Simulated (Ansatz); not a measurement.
System: CdCl₂, charge 1, multiplicity 2. The spin state was set by rule; other spins were not relaxed. SMILES of the parent species: [Cl][Cd][Cl]
Structure (B3LYP-D3(BJ)/def2-TZVP (Ansatz, a program for electronic structure) minimum search):
```
Cd
Cl 1 2.3167
Cl 1 2.3167 2 180.00
```
Charge +1, spin multiplicity 2.

Q: Give the harmonic wavenumbers at B3LYP-D3(BJ)/def2-TZVP (Ansatz, finite differences of forces, unscaled).

A: 68, 72, 285, 332 cm⁻¹. Zero-point energy 1.1 kcal/mol.

Q: From these and the geometry, give the ideal-gas thermochemistry at 298.15 K and 1 atm (rigid rotor, harmonic oscillator).

A: Point group D∞h, rotational symmetry number 2. Rotational constants 1.328, 1.328 GHz. S(trans) 41.52, S(rot) 17.40, S(vib) 11.06, S(elec, spin only) 1.38, S 71.4 cal/(mol K). H(298) - H(0) 3.58 kcal/mol; G - E(el) -16.6 kcal/mol.
